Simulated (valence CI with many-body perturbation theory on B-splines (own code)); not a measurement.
Values are calculated unless marked as measured or tabulated.
A CI+MBPT run for Ba VII

The program does CI of the valence electrons with many-body perturbation theory for a frozen closed Dirac-Fock core.

Command, and the settings that its task file holds:

```sh
python run_cv.py task.json out
```

```
atom Ba  Z=56  mass_number=138  rms_radius_fm=4.8378
core [Kr] 4d10 5s1
valence 5s2 5p2
avg = 1
basis = S
breit = 1
cap = 10000
capref = 1200
cscale = 1
de = 0.0
dress = 0
eps = 2e-08
h = 0.27
hh = 1
l2 = 3
lcore = 6
maxit = 60
n2 = 5
natural = 1
nlev = 21
nno = [2, 2, 3, 3, 2]
nroot = 26
nsp = [3, 3, 2, 2, 0]
pt2 = 1
qed = 1
rpa = 1
s1 = 1
s2 = 1
s3 = 1
screen = 1
tol = 2e-05
```

**Question.** What became of the run, and why?

**Answer.** It gave no result: the perturbation theory needs a core of closed shells. The program said: "the core must hold closed shells only".
